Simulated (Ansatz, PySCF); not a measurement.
Ways to break one bond of CF (CH3F) [fluoromethane]:

A. CF (CH3F) [fluoromethane] → [CH2]F + H atom
B. CF (CH3F) [fluoromethane] → [CH3] (CH3) + F atom

Quantity: bond dissociation energy (enthalpy at 298 K, with B3LYP-D3(BJ) rigid-rotor harmonic-oscillator terms), kJ/mol. Geometries: B3LYP-D3(BJ)/def2-TZVP minima from Ansatz (an electronic-structure program). Frequencies are from Ansatz or PySCF. Cores are frozen in the correlated levels unless marked. UHF or UKS for open shells. No spin-orbit coupling. Non-relativistic. CBS marks a two-point X^-3 extrapolation of the correlation energy; Hartree-Fock from the larger set.

|  | HF/cc-pVDZ (Ansatz) | MP2/6-31G* (Ansatz) | CCSD(T)/def2-QZVPP (Ansatz) | CCSD(T)/CBS(cc-pVTZ,cc-pVQZ) (Ansatz) |
|---|---|---|---|---|
| A | 317.5 | 384.9 | 421.4 | 424.5 |
| B | 259.4 | 454.0 | 456.9 | 463.0 |
